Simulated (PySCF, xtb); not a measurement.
Al(H)(OH)(nPr) (C3H9AlO), SMILES CC[CH2][AlH][OH].

xtb with GFN2-xTB at its own geometry gives an orbital gap of 4.31 eV and a dipole moment of 1.29 D.

The structure is a stationary point at B3LYP-D3(BJ)/def2-SVP. One conformer was computed; it need not be the lowest.

Problem. What does PySCF with PBE/def2-TZVP give? (An estimate is asked for; the answer gives what the named calculation found.)

Solution. gap 5.02 eV (levels -6.30 and -1.28 eV), dipole 0.52 D.
